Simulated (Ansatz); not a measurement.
The cluster Ge₈Ir⁻, relaxed as a singlet with RKS PBE-D4/def2-SVP in Ansatz, starting from the GFN2-xTB geometry. Force threshold 0.03 eV/Å.

In the def2 sets Ir takes a core potential; there is no spin–orbit coupling. Another isomer (singlet) lies 0.89 eV lower at PBE0-D4/def2-SVP; other spin states weren't run for this one.

Start:

```tsv
atom	x (Å)	y (Å)	z (Å)
Ir1	-0.856	1.636	0.213
Ge2	-1.271	0.385	2.291
Ge3	0.436	-1.451	2.120
Ge4	1.693	-1.237	-0.246
Ge5	1.065	1.044	-1.415
Ge6	0.067	-1.064	-2.379
Ge7	-1.622	0.750	-1.952
Ge8	1.294	0.803	1.376
Ge9	-0.806	-0.867	-0.008
```

| step | energy (eV) | largest force component (eV/Å) | SCF passes |
| --- | --- | --- | --- |
| 1 | -454871.7898 | 1.796 | 44 |
| 2 | -454872.4831 | 0.388 | 33 |
| 3 | -454872.6104 | 0.516 | 31 |
| 4 | -454872.6570 | 0.189 | 28 |
| 5 | -454872.6690 | 0.147 | 28 |
| 6 | -454872.6794 | 0.087 | 32 |
| 7 | -454872.6850 | 0.069 | 28 |
| 8 | -454872.6882 | 0.046 | 28 |
| 9 | -454872.6926 | 0.057 | 32 |
| 10 | -454872.6939 | 0.031 | 27 |
| 11 | -454872.6943 | 0.050 | 26 |
| 12 | -454872.6948 | 0.030 | 28 |

Force components are those of the run's own axes.

End:

| atom | x (Å) | y (Å) | z (Å) |
| --- | --- | --- | --- |
| Ir1 | -1.076 | 1.519 | 0.219 |
| Ge2 | -1.063 | 0.435 | 2.381 |
| Ge3 | 0.587 | -1.426 | 2.129 |
| Ge4 | 1.542 | -1.655 | -0.269 |
| Ge5 | 1.104 | 1.316 | -1.279 |
| Ge6 | 0.213 | -1.034 | -2.407 |
| Ge7 | -1.432 | 0.817 | -2.067 |
| Ge8 | 1.318 | 1.095 | 1.286 |
| Ge9 | -1.192 | -1.066 | 0.007 |

Bonds lost: Ge4–Ge5, Ge4–Ge8 (atoms count from 1).

No frequencies were taken in this run, so the end may be a saddle point.

Run time 2.2 min (6 threads of Intel Xeon on a shared host), peak host memory 0.99 GiB.
